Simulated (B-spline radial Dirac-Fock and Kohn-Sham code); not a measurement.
These are calculated numbers from a radial finite-basis atomic code; the model is relaxed Dirac-Fock hole states (ΔSCF) with Breit and QED corrections and a finite nucleus. K edges are those of the screened (neutral excited atom) model, which lie within a few eV to tens of eV of tabulated edges.

An X-ray tube with a thallium target emits Kα1 at 72868.6 eV and Kβ1 at 82563.6 eV. K edges of lighter neighbours: Os 73867.3 eV, Ir 76106.1 eV, Pt 78387.8 eV, Au 80718.2 eV, Hg 83099.6 eV.

Q: Which of these can serve as a Kβ filter, and which fluoresce under Kα1?

A: A Kβ filter needs its edge between the two lines: Os, Ir, Pt, Au. Kα1 excites none of their K shells.
